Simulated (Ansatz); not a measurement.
Computed with Ansatz on PBE0-D4/def2-TZVP structures; ΔE is electronic, products minus reactants. CCSD(T)/CBS adds triple-zeta CCSD(T) − MP2 to the extrapolated MP2 energy (def2 sets, frozen cores). This one scheme is used for every species, atoms too. DFT in def2-TZVPP. B3LYP here is the variant with VWN-RPA as its local correlation; programs differ in this. Open shells (•) are unrestricted, without spin–orbit coupling. Spin–orbit coupling would lower the free atoms: a little for C, F, O; clearly for Ge. Bonds to Ge are less sure, by a few kJ/mol each and by 10 to 20 or more in all where they break to atoms, as the def2 sets lack core-valence functions. Scalar relativity is left out up to krypton.

Consider the atomization: `FC(F)(F)[O][GeH3]` → C• + 3 F• + Ge• + 3 H• + O•.

**Question.** What is ΔE at CCSD(T)/CBS? (Best estimate.)

**Answer.** Ansatz gave: +763.0 kcal/mol.

**Question.** What do these levels give: LDA (SPW92), revPBE-D4, B3LYP-D4, BHLYP-D4, ωB97M-V, B2PLYP, PBE, r2SCAN, r2SCAN0, BHLYP, CCSD/def2-TZVPP, HF/def2-QZVPP? (An estimate is asked.)

**Answer.** The calculation gave: LDA (SPW92) 918.0, revPBE-D4 754.2, B3LYP-D4 752.8, BHLYP-D4 717.6, ωB97M-V 762.4, B2PLYP 750.1, PBE 780.3, r2SCAN 766.0, r2SCAN0 741.8, BHLYP 712.9, CCSD/def2-TZVPP 728.1, HF/def2-QZVPP 516.1 kcal/mol.

Largest T1 diagnostic among the species: 0.012.

At CCSD(T), def2-SVP lies −42.3 kcal/mol from the extrapolated value and def2-TZVPP −19.4 kcal/mol: correlation converges slowly with the basis, and small sets miss more of it in the bonded molecule than in its fragments. Leaving LDA and LC-ωPBE aside and taking each functional with its dispersion term where it has one, the values, not all of them listed here, spread over 66.7 kcal/mol, from BHLYP-D4 to PBE-D4. LDA lies +137.7 kcal/mol from PBE without D4, its usual overbinding. The D4 term adds +6.5 kcal/mol with B3LYP and +3.4 kcal/mol with PBE0; it sums over pairs of atoms, weighted by their polarisabilities, and B3LYP, whose exchange is more repulsive, gets the larger term.

For atomizations the MP2-based limit and the directly extrapolated one differ by several kJ/mol either way, and by 10 to 25 for some Ge, Se and Sn compounds, so smaller differences from it don't rank the levels.
